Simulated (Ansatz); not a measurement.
Computed with Ansatz on PBE0-D4/def2-TZVP structures; ΔE is electronic, products minus reactants. CCSD(T)/CBS is the MP2 limit (def2-TZVPP, def2-QZVPP) plus CCSD(T) − MP2 in def2-TZVPP, frozen cores. This one scheme is used for every species. Functionals use def2-TZVPP. B3LYP here is the variant with VWN-RPA as its local correlation; programs differ in this. Each species was taken in one conformer, which may not be the lowest.

`OBF` + CH₃NH₂ → `CNBO` + H–F  (ligand exchange at a B–F bond)

`OBF`:

Z-matrix (Å, degrees):
```
B
O 1 1.344
F 1 1.332 2 120.3
H 1 1.192 2 120.1 3 -180.0
H 2 0.963 1 113.4 3 -0.0
```

CH₃NH₂:

Cartesian coordinates in Å:
```
C 0.201 0.527 -0.065
N -0.603 -0.671 0.099
H 1.288 0.364 -0.098
H -0.007 1.218 0.755
H -0.088 1.034 -0.989
H -0.359 -1.151 0.956
H -0.433 -1.322 -0.658
```

`CNBO`:

```xyz
10

C     0.675   -0.090    1.319
N    -0.306   -0.308    0.288
B    -0.278    0.218   -1.004
O    -1.301   -0.093   -1.866
H     1.143   -1.025    1.645
H     1.461    0.560    0.932
H     0.243    0.397    2.200
H    -1.079   -0.901    0.549
H     0.634    0.929   -1.339
H    -1.191    0.314   -2.725
```

H–F:

Cartesian coordinates in Å:
```
F -0.030 0.450 -0.091
H 0.030 -0.450 0.091
```

Problem. Is it downhill or uphill in electronic energy at CCSD(T)/CBS, and by how much? (An estimate is asked.)

Solution. Ansatz gave: Uphill: ΔE = +6.2 kcal/mol.

Problem. What do these levels give: BLYP-D4, r2SCANh-D4, ωB97X-V, B2PLYP, B3LYP, r2SCAN0, BHLYP, LC-ωPBE, MP2/def2-SVP, CCSD(T)/def2-TZVPP, HF/CBS(def2), CCSD/CBS(def2)? (An estimate is asked.)

Solution. Ansatz gave: BLYP-D4 7.4, r2SCANh-D4 7.5, ωB97X-V 7.8, B2PLYP 8.1, B3LYP 8.8, r2SCAN0 7.6, BHLYP 9.2, LC-ωPBE 7.1, MP2/def2-SVP 8.9, CCSD(T)/def2-TZVPP 7.1, HF/CBS(def2) 11.6, CCSD/CBS(def2) 6.7 kcal/mol.

Largest T1 diagnostic among the species: 0.013.

In def2-TZVPP, CCSD(T) changes the Hartree–Fock value by −4.5 kcal/mol (the triples alone add −0.5 kcal/mol) and MP2 by −5.4 kcal/mol. At CCSD(T), def2-SVP lies +3.1 kcal/mol from the extrapolated value and def2-TZVPP +0.8 kcal/mol. Leaving LDA and LC-ωPBE aside and taking each functional with its dispersion term where it has one, the values, not all of them listed here, spread over 3.3 kcal/mol, from revPBE-D4 to B97M-V. LDA lies −2.6 kcal/mol from PBE without D4.
